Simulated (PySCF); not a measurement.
sodium chloride (ClNa), singlet, geometry from GFN2-xTB (such geometries of metal compounds can be far from the true shape), with bond 1-2 at 1.5 times its length; PBE/cc-pVTZ run with PySCF.

Here is a job for PySCF.
```python
from pyscf import gto, scf, dft

mol = gto.Mole()
mol.atom = '''
    Na    0.00000000    0.00000000   -2.48598326
    Cl    0.00000000    0.00000000    0.88212309
'''
mol.basis = 'cc-pvtz'
mol.verbose = 4
mol.build()

mf = dft.RKS(mol)
mf.xc = 'pbe'
mf.kernel()
mo_i, mo_e, stable_i, stable_e = mf.stability(internal=True, external=True, return_status=True, nroots=6, tol=1e-6)
print('internally stable:', stable_i, ' externally stable:', stable_e)
if not stable_e:
    umf = mf.to_uhf() if not hasattr(mf, 'xc') else mf.to_uks()
    umf.scf_summary = {}
    umf.kernel(umf.make_rdm1(mo_e, umf.mo_occ))
```

Output, abridged:

```
PySCF version 2.14.0

[INPUT] verbose = 4
[INPUT] num. atoms = 2
[INPUT] num. electrons = 28
[INPUT] charge = 0
[INPUT] spin (= nelec alpha-beta = 2S) = 0
[INPUT] symmetry False subgroup None
[INPUT] Mole.unit = angstrom
[INPUT] Symbol           X                Y                Z      unit          X                Y                Z       unit  Magmom
[INPUT]  1 Na     0.000000000000   0.000000000000  -2.485983260000 AA    0.000000000000   0.000000000000  -4.697827511653 Bohr   0.0
[INPUT]  2 Cl     0.000000000000   0.000000000000   0.882123090000 AA    0.000000000000   0.000000000000   1.666971048255 Bohr   0.0

nuclear repulsion = 29.380348527902
number of shells = 18
number of NR pGTOs = 122
number of NR cGTOs = 68
basis = cc-pvtz
ecp = {}

******** <class 'pyscf.dft.rks.RKS'> ********
method = RKS
initial guess = minao
damping factor = 0
level_shift factor = 0
DIIS = <class 'pyscf.scf.diis.CDIIS'>
diis_start_cycle = 1
diis_space = 8
diis_damp = 0
SCF conv_tol = 1e-09
SCF conv_tol_grad = None
SCF max_cycles = 50
direct_scf = True
direct_scf_tol = 1e-13
XC library pyscf.dft.libxc version 7.1.2
    S. Lehtola, C. Steigemann, M. J. T. Oliveira, and M. A. L. Marques,  SoftwareX 7, 1–5 (2018)
XC functionals = pbe
    J. P. Perdew, K. Burke, and M. Ernzerhof,  Phys. Rev. Lett. 77, 3865 (1996)
    J. P. Perdew, K. Burke, and M. Ernzerhof,  Phys. Rev. Lett. 78, 1396 (1997)
    J. P. Perdew, K. Burke, and M. Ernzerhof,  Phys. Rev. Lett. 77, 3865 (1996)
    J. P. Perdew, K. Burke, and M. Ernzerhof,  Phys. Rev. Lett. 78, 1396 (1997)
radial grids:
    Treutler-Ahlrichs [JCP 102, 346 (1995); DOI:10.1063/1.469408] (M4) radial grids

becke partition: Becke, JCP 88, 2547 (1988); DOI:10.1063/1.454033
pruning grids: <function nwchem_prune>
grids dens level: 3
symmetrized grids: False
atomic radii adjust function: <function treutler_atomic_radii_adjust>
small_rho_cutoff = 0
Set gradient conv threshold to 3.16228e-05
Initial guess from minao.
tot grids = 36984
init E= -622.108344981725
cycle= 1 E= -622.163784120077  delta_E= -0.0554  |g|= 0.421  |ddm|= 0.776

cycle= 2 E= -618.785975064984  delta_E= 3.38  |g|=  2.4  |ddm|=  2.7
cycle= 3 E= -622.227210317549  delta_E= -3.44  |g|= 0.229  |ddm|= 2.41
cycle= 4 E= -622.229921858645  delta_E= -0.00271  |g|= 0.139  |ddm|= 0.233
cycle= 5 E= -622.239556503238  delta_E= -0.00963  |g|= 0.00977  |ddm|= 0.265
cycle= 6 E= -622.239607576359  delta_E= -5.11e-05  |g|= 0.00966  |ddm|= 0.047
cycle= 7 E= -622.239651054755  delta_E= -4.35e-05  |g|= 0.00191  |ddm|= 0.0144
cycle= 8 E= -622.239652228728  delta_E= -1.17e-06  |g|= 0.000382  |ddm|= 0.00155
cycle= 9 E= -622.239652302585  delta_E= -7.39e-08  |g|= 3.82e-06  |ddm|= 0.000696
cycle= 10 E= -622.239652302589  delta_E= -3.87e-12  |g|= 2.47e-06  |ddm|= 9.02e-06
Extra cycle  E= -622.239652302567  delta_E= 2.23e-11  |g|= 7.65e-06  |ddm|= 1.58e-05
converged SCF energy = -622.239652302567
rhf_internal: lowest eigs of H = [0.17297798 0.17297799 0.36594079 0.50131337 0.50131347 0.54280763]
<class 'pyscf.dft.rks.RKS'> wavefunction is stable in the internal stability analysis

WARN: QR decomposition removed 1 vectors.

rhf_real2complex: lowest eigs of H = [0.03984035 0.03984035 0.05676861 0.12667713 0.12667718 0.12667728]
<class 'pyscf.dft.rks.RKS'> wavefunction is stable in the real -> complex stability analysis
rhf_external: lowest eigs of H = [0.03502358 0.03502359 0.03506949 0.12080025 0.12331696 0.12331709]
<class 'pyscf.dft.rks.RKS'> wavefunction is stable in the RHF/RKS -> UHF/UKS stability analysis
internally stable: True  externally stable: True
```
